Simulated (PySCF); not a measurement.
## Choosing a basis for TDDFT

C₃H₅NOSi.
Z-matrix (Å and degrees, PBE0-D3(BJ)/def2-SVP geometry), rows numbered from 1:
```
O 
C   1  1.2018
C   2  1.4981  1  122.73
N   3  1.2898  2  121.77  1  -178.90
Si  4  1.8109  3   88.53  2   179.64
C   3  1.5176  2  124.57  1     0.89
H   2  1.1179  1  123.47  3  -179.87
H   5  1.4903  4  114.23  3  -115.89
H   5  1.4905  4  113.95  3   116.18
H   6  1.1007  3  113.81  2    63.14
H   6  1.1004  3  114.11  2   -62.18
```

TDDFT with PBE0 (PySCF), vertical singlets, core orbitals frozen in the response, spherical d and f functions. Geometry: PBE0-D3(BJ)/def2-SVP, one conformer, isolated molecule.

Question: How do the low singlets change with the basis? Take 6-31G*, def2-SVP, 6-31+G*, def2-SVPD, aug-cc-pVDZ, def2-TZVP and def2-TZVPD.

Answer: 

```
      basis  functions  diffuse  S1 (eV)  S2 (eV)  S3 (eV)  S4 (eV)  S5 (eV)  LUMO (eV)  α (au)
     6-31G*         98       no     3.11     4.02     5.45     6.09     6.38      -2.16    57.7
   def2-SVP        113       no     3.06     3.96     5.42     6.21     6.35      -2.33    60.2
    6-31+G*        122      yes     3.12     4.01     5.37     5.95     6.24      -2.47    65.8
  def2-SVPD        167      yes     3.07     3.95     5.31     6.08     6.19      -2.55    69.3
aug-cc-pVDZ        187      yes     3.07     3.96     5.32     5.94     6.14      -2.49    71.0
  def2-TZVP        222       no     3.06     3.95     5.30     6.00     6.19      -2.47    67.0
 def2-TZVPD        276      yes     3.06     3.95     5.28     5.93     6.14      -2.51    70.6
```

States are compared by their number. Against the largest diffuse basis here (def2-TZVPD, itself not a converged limit), sets without diffuse functions differ by up to 0.05 eV in S1 and 0.23 eV in S5; the smaller diffuse sets differ by up to 0.06 and 0.09 eV. State by state, the largest deviation of a set without diffuse functions is S1 0.05, S2 0.07, S3 0.18, S4 0.28, S5 0.23 eV. The same number needn't mean the same state in each row. Against def2-TZVPD the polarisability deviates by -18% in 6-31G*, -15% in def2-SVP, -7% in 6-31+G*, -2% in def2-SVPD, +1% in aug-cc-pVDZ, -5% in def2-TZVP. A single + in a Pople set puts diffuse functions on heavy atoms only.
